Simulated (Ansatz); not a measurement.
Basis-set extrapolation for CH₇OPSi (`C[SiH](O)P`) (PBE0-D4/def2-TZVP geometry, frozen core, Ansatz 0.2.0). Multiplicity 1, RHF reference.

|  | def2-TZVPP | def2-QZVPP |
| --- | --- | --- |
| HF | -746.615272 | -746.640039 |
| MP2 correlation | -0.703591 | -0.756691 |
| CCSD(T) correlation | -0.782413 | not run |

Energies in hartree. Use E(X) = E(∞) + A·exp(−7.88·√X) for Hartree–Fock and E(X) = E(∞) + B·X^(−2.97) for correlation, with X = 3 and 4, and add CCSD(T) minus MP2 of the smaller set to the MP2 limit.

Q: What is the CCSD(T) energy at the basis-set limit?

A: HF limit: -746.640039 + (-0.024767) × 0.13774 = -746.64345. MP2 limit: -0.756691 + (-0.053100) × 0.74074 = -0.79602. Higher-order term: -0.782413 − (-0.703591) = -0.07882. Total: -747.51829 hartree, 316.6 kJ/mol below CCSD(T)/def2-TZVPP.
